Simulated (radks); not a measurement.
Q: The zirconium ion Zr4+, [Kr]. All-electron calculation, non-relativistic Kohn-Sham, exchange-only PBE, spin-polarised, spherical densities, point nucleus. Program: a radial shooting solver on a logarithmic mesh with Libxc functionals. Every spin shell is full or empty, so the densities are truly spherical. Functionals are evaluated on that one density, not self-consistently. Rank these orbital-free kinetic functionals by their error against the exact value of the orbitals, and give that value: Thomas-Fermi, von Weizsacker, TF + vW/5, LC94, APBEK, revAPBEK, Thakkar, Pearson, LKT, PG1, DePristo-Kress, Ernzerhof.

A: Exact: 3535.77 hartree. From best to worst, with 100 (|E| - |E exact|)/|E exact| (equal figures are ties): DePristo-Kress -0.06, LC94 +0.07, APBEK +0.14, revAPBEK +0.34, Ernzerhof -0.36, Thakkar -0.49, Pearson -0.99, TF + vW/5 +3.30, Thomas-Fermi -5.67, PG1 +16.54, LKT +20.97, von Weizsacker -55.18.
